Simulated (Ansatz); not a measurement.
C3H10SSi (`C[SiH2]C(C)S`) at its PBE0-D4/def2-TZVP geometry, where that method's forces vanish. Charge 0, multiplicity 1.

```xyz
15

C     1.2140    0.7670   -1.3724
Si    1.1126    0.1586    0.3890
C    -0.5789   -0.5858    0.7745
C    -1.7269    0.3774    0.5015
S    -0.8490   -2.0709   -0.2521
H     0.9642   -0.0365   -2.0683
H     0.5254    1.5976   -1.5434
H     2.2238    1.1175   -1.5978
H     2.1421   -0.8893    0.6423
H     1.3601    1.2849    1.3381
H    -0.6113   -0.8904    1.8245
H    -1.6217    1.2761    1.1145
H    -2.6932   -0.0774    0.7358
H    -1.7498    0.6838   -0.5472
H     0.2886   -2.7127    0.0610
```

(1) What forces (eV/Å) does PBE-D4/def2-TZVPP give on these atoms in the Gaussian-basis code of Ansatz? (Best estimate.)

## Answers

(1) Computed: 
```
C1   0.007 -0.004  0.025
Si2  0.043  0.003  0.020
C3   0.056  0.064  0.054
C4  -0.003  0.011  0.000
S5  -0.274 -0.143 -0.249
H6  -0.048 -0.149 -0.133
H7  -0.129  0.157 -0.038
H8   0.186  0.068 -0.050
H9   0.105 -0.107  0.031
H10  0.032  0.119  0.101
H11 -0.005 -0.056  0.219
H12  0.014  0.178  0.117
H13 -0.201 -0.083  0.044
H14 -0.012  0.067 -0.204
H15  0.229 -0.124  0.063
```
